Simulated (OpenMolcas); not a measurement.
Ni2+ in a ligand field

Ni2+ with 6 ligands (chloride) in octahedral coordination (Oh) at 2.45 Å. A charge of +0.667 e stands 2.8 Å behind each ligand. Ligand basis ANO-RCC-VDZP.

- Program: OpenMolcas 26.06
- Method: CASSCF
- Basis: ANO-RCC-VDZP [5s4p2d1f]
- Scalar Hamiltonian: DKH2, point nucleus
- Active space: 8 electrons in 5 orbitals (3d)
- State averaging: 2S+1 = 3 even, 10 roots; 2S+1 = 1 even, 15 roots
- Spin-orbit coupling: state interaction with AMFI integrals over the reference wave functions

The lowest spin-free states (labels of O, the rotations of Oh), above the lowest:

| State | Degeneracy | E (cm-1) | Free-ion L (%) |
| --- | --- | --- | --- |
| 3A2 | 1 | 0.0 | F (100) |
| 3T2 | 3 | 3690 | F (100) |
| 3T1 | 3 | 6518 | F (99) |
| 1E | 2 | 17412 | D (91) |
| 1T2 | 3 | 20448 | D (97) |
| 3T1 | 3 | 23429 | P (99) |
| 1A1 | 1 | 26727 | G (99) |
| 1T1 | 3 | 27845 | G (100) |
| 1E | 2 | 29736 | G (91) |
| 1T2 | 3 | 30469 | G (97) |
| 1A1 | 1 | 64295 | S (99) |

The lowest levels with spin-orbit coupling:

```json
{"E (cm-1)": "0.0", "Degeneracy": "3", "Label": "T2", "2S+1": "3"}
{"E (cm-1)": "3406", "Degeneracy": "2", "Label": "E", "2S+1": "3"}
{"E (cm-1)": "3592", "Degeneracy": "3", "Label": "T1", "2S+1": "3"}
{"E (cm-1)": "4151", "Degeneracy": "3", "Label": "T2", "2S+1": "3"}
{"E (cm-1)": "4261", "Degeneracy": "1", "Label": "A2", "2S+1": "3"}
{"E (cm-1)": "5744", "Degeneracy": "1", "Label": "A1", "2S+1": "3"}
{"E (cm-1)": "6408", "Degeneracy": "3", "Label": "T1", "2S+1": "3"}
{"E (cm-1)": "7351", "Degeneracy": "3", "Label": "T2", "2S+1": "3"}
{"E (cm-1)": "7476", "Degeneracy": "2", "Label": "E", "2S+1": "3"}
{"E (cm-1)": "17628", "Degeneracy": "2", "Label": "E", "2S+1": "1"}
{"E (cm-1)": "20407", "Degeneracy": "3", "Label": "T2", "2S+1": "1 (89 %)"}
{"E (cm-1)": "23452", "Degeneracy": "2", "Label": "E", "2S+1": "3"}
{"E (cm-1)": "23672", "Degeneracy": "3", "Label": "T2", "2S+1": "3 (90 %)"}
{"E (cm-1)": "23992", "Degeneracy": "3", "Label": "T1", "2S+1": "3"}
{"E (cm-1)": "24250", "Degeneracy": "1", "Label": "A1", "2S+1": "3"}
{"E (cm-1)": "26990", "Degeneracy": "1", "Label": "A1", "2S+1": "1"}
{"E (cm-1)": "28101", "Degeneracy": "3", "Label": "T1", "2S+1": "1"}
{"E (cm-1)": "30005", "Degeneracy": "2", "Label": "E", "2S+1": "1"}
{"E (cm-1)": "30727", "Degeneracy": "3", "Label": "T2", "2S+1": "1"}
{"E (cm-1)": "64596", "Degeneracy": "1", "Label": "A1", "2S+1": "1"}
```

Powder χT (cm3 K/mol): 1.64 at 2 K, 1.65 at 10 K, 1.67 at 50 K, 1.69 at 100 K, 1.74 at 200 K, 1.79 at 300 K. The effective moment at 300 K is 2.828 √(χT) = 3.78 μB.

The lowest level has 2S+1 = 3, for which the spin-only value is χT = S(S+1) / 2 = 1.000 cm3 K/mol (g = 2). The computed 1.790 at 300 K differs by +0.790, through orbital momentum, spin-orbit coupling and any other state in reach.

Metal share of the active 3d orbitals (Löwdin): 95, 95, 99, 99, 99 %; Mulliken charge of the metal 1.17.

A least-squares ligand-field fit to the states below 45000 cm-1, each weighted by its degeneracy and with a free common offset, gives 10Dq = 3752 cm-1, B = 1254 cm-1 and C = 4592 cm-1 (C/B = 3.66), with an rms deviation of 49 cm-1.

Without dynamic correlation the repulsion within the d shell is too large (B by tens of per cent), so at a given field states of lower spin stand too high. Ligand-to-metal charge-transfer states are missing. With no ligand orbital active B as a rule stays too high, so bands that hang on it stand too high and its fall with covalency is understated. With metal d orbitals alone and no dynamic correlation the field as a rule comes out too small, by tens of per cent, by up to half for chloride and softer ligands, and the orbital part of g and χT, which goes as 1/10Dq, too large. No measured value stands beside these numbers; the geometry is a model, was not optimised and need not be the one that this ion takes.

The RASSCF and RASSI steps took 18 s on 1 thread of Arm Neoverse V2, on a shared host; the integral step is not counted.
